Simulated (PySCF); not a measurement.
From one molecule to another.

First species: C₈H₁₄O₂.
SMILES: `COC[C@@H]1CCCCC1=O`

Second species: C5H4F3NO.
InChI=1S/C5H4F3NO/c6-5(7,8)10-4(3-9)1-2-4/h1-2H2

Levels: PBE0/pcSseg-1 for HOMO energy, LUMO energy and HOMO–LUMO gap. Geometries: GFN2-xTB. Each species is one conformer at its optimised geometry, gas phase, non-relativistic unless stated; the electronic structure was computed with PySCF and density fitting.

Dipoles, sizes and rotational constants follow the conformer. The torsions of the flexible species, by atom-mapped SMILES:
- `[N:1]#[C:2][C:3]1([O:4][C:5]([F:6])([F:7])[F:8])[CH2:9][CH2:10]1`: C2–C3–O4–C5 71°, C3–O4–C5–F6 -61°

The conformers of `COC[C@@H]1CCCCC1=O` aren't listed.

Values for the first species:

| Property | Result |
| --- | --- |
| HOMO energy | -7.04 eV |
| LUMO energy | -0.43 eV |
| HOMO–LUMO gap | 6.61 eV |

Estimate the same properties for the second species, and the change in each.

```
     property     first    second  second less first
  HOMO energy  -7.04 eV  -9.11 eV           -2.07 eV
  LUMO energy  -0.43 eV  -0.27 eV           +0.16 eV
HOMO–LUMO gap   6.61 eV   8.84 eV           +2.23 eV
```

